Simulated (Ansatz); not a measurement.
Basis sets compared for CoSn₁₂⁺. Total charge 1; singlet. Geometry PBE-D4/def2-SVP. Ansatz on 2 threads of AMD EPYC 7R13 on a shared host and a share (18 GiB) of an NVIDIA H100 80GB HBM3; times are rough, and most runs start from earlier orbitals.

```csv
atom,x (Å),y (Å),z (Å)
Co1,1.082,1.209,-0.730
Sn2,-1.774,2.165,0.144
Sn3,2.180,-1.355,2.698
Sn4,0.104,0.518,1.725
Sn5,2.432,0.591,-2.663
Sn6,-0.673,-0.459,-1.246
Sn7,0.733,3.441,-1.469
Sn8,-0.352,-2.668,1.392
Sn9,2.133,-1.511,-0.352
Sn10,2.894,1.378,1.012
Sn11,-3.602,0.076,-1.296
Sn12,-2.721,-0.597,1.616
Sn13,-2.436,-2.789,-0.832
```

In the def2 sets Sn takes a core potential; there is no spin–orbit coupling. Single mean-field runs in def2-TZVP are fitted with def2-universal-jkfit. The restricted singlet is unstable towards broken spin symmetry in Hartree–Fock (as tested in another run); at PBE-D4/def2-TZVP, PBE0-D4/def2-SVP, PBE0-D4/def2-TZVP this wasn't settled. No other spin state of charge 1 was run. The structure comes from a short search, and lower isomers may exist.

```csv
level,functions,energy (Eh),HOMO (eV),LUMO (eV),wall time
PBE-D4/def2-SVP,343,-3954.4252,-7.54,-6.75,26 s
PBE0-D4/def2-SVP,343,-3954.3952,-8.16,-6.27,21 s
```

**Question.** Estimate the rows for PBE-D4/def2-TZVP (with forces), PBE0-D4/def2-TZVP.

**Answer.** 
| level | functions | energy (Eh) | HOMO (eV) | LUMO (eV) | wall time |
| --- | --- | --- | --- | --- | --- |
| PBE-D4/def2-TZVP (with forces) | 645 | -3954.7018 | -7.47 | -6.69 | 13 s |
| PBE0-D4/def2-TZVP | 645 | -3954.6651 | -8.08 | -6.20 | 12 s |
